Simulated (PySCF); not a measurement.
C₃H₇FOSi, SMILES CC(=O)[Si@@H](C)F. Heavy atoms are numbered as in [CH3:1][C:2](=[O:3])[Si@@H:4]([CH3:5])[F:6]. Hydrogens are named by the atom that carries them.

Geometry optimised at B3LYP-D3(BJ)/def2-SVP. The structure was generated by enumeration; whether it is a known compound was not checked. One conformer was computed; it need not be the lowest.

Level of theory: PBE/pcSseg-1 (PySCF).

GIAO shieldings, no solvent; atoms alike by connectivity are averaged. δ = σ(ref) − σ: ¹³C against TMS (σ = 182.0 ppm); ¹⁷O against H2O (σ = 334.3 ppm); ²⁹Si against TMS (σ = 335.4 ppm); ¹⁹F against CFCl3 (σ = 133.6 ppm); ¹H against TMS (σ = 31.49 ppm), references at their B3LYP-D3(BJ)/def2-TZVP geometries, non-relativistic.

```
atoms      nucleus  count  δ (ppm)
---------  -------  -----  -------
C2             ¹³C      1        …
C1 (CH3)       ¹³C      1     43.0
C5 (CH3)       ¹³C      1        …
O3             ¹⁷O      1    823.7
Si4 (SiH)     ²⁹Si      1     -9.8
F6             ¹⁹F      1   -225.3
H on Si4        ¹H      1        …
H on C1         ¹H      3     2.86
H on C5         ¹H      3        …
```

Q: What belongs in the gaps? (Estimate from the structure and the level; the computed values follow.)

A: 
- H on C5, δ (ppm): 0.66
- H on Si4, δ (ppm): 5.25
- C5 (CH3), δ (ppm): -1.4
- C2, δ (ppm): 248.3
